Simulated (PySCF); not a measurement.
Si(Cl)3(OMe) (CH3Cl3OSi), SMILES CO[Si](Cl)(Cl)Cl. Heavy atoms are numbered as in [CH3:1][O:2][Si:3]([Cl:4])([Cl:5])[Cl:6]. Hydrogens are named by the atom that carries them.

Geometry optimised at PBE-D3(BJ)/def2-SVP. One conformer was computed; it need not be the lowest.

All values below come from KT2/pcSseg-1 (PySCF).

GIAO shieldings, no solvent; atoms alike by connectivity are averaged. δ = σ(ref) − σ: ¹³C against TMS (σ = 185.1 ppm); ¹⁷O against H2O (σ = 330.4 ppm); ²⁹Si against TMS (σ = 361.9 ppm); ³⁵Cl against HCl (σ = 945.4 ppm); ¹H against TMS (σ = 31.47 ppm), references at their B3LYP-D3(BJ)/def2-TZVP geometries, non-relativistic (without spin–orbit terms, shifts of atoms bonded to Cl or Br come out too high).

Computed chemical shifts:
```
nucleus     atoms  count  δ (ppm)
-------  --------  -----  -------
¹³C      C1 (CH3)      1     58.6
¹⁷O            O2      1    103.3
²⁹Si          Si3      1     -6.6
³⁵Cl          Cl4      3    168.5
¹H        H on C1      3     4.34
```
